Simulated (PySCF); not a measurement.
Isomers of C2H6OSi. All species are isolated molecules in the gas phase. One relaxed conformer stands for each flexible species; it need not be the lowest. Strings in code marks are SMILES.

Method: PBE-D3(BJ)/def2-TZVP // B3LYP-D3(BJ)/def2-TZVP (PySCF). All candidates: neutral, multiplicity 1. Delta-SCF ions had no search for a lower state. Excitations are Tamm–Dancoff values on a coarser integration grid. The basis has no diffuse functions, so Rydberg states are missing or too high.

```json
{
  "HOMO–LUMO gap": "5.16 eV",
  "vertical ionisation energy (Delta-SCF)": "8.77 eV",
  "brightest of the four lowest singlets (TDA)": "6.68 eV"
}
```

**Question.** Name which member has these values.
A. `C[C@@H]1O[SiH2]1`
B. `C/C=[SiH]/O` (C–Si–O–H torsion 0°)
C. `O[C@@H]1C[SiH2]1` (H–O–C–Si torsion 142°)
D. `O[SiH]1CC1` (H–O–Si–C torsion 31°)

**Answer.** D, `O[SiH]1CC1` (H–O–Si–C torsion 31°). The others give `C[C@@H]1O[SiH2]1`: 4.84 eV, 9.39 eV, 5.60 eV; `C/C=[SiH]/O` (C–Si–O–H torsion 0°): 3.73 eV, 7.77 eV, 5.32 eV; `O[C@@H]1C[SiH2]1` (H–O–C–Si torsion 142°): 5.05 eV, 8.78 eV, 5.95 eV
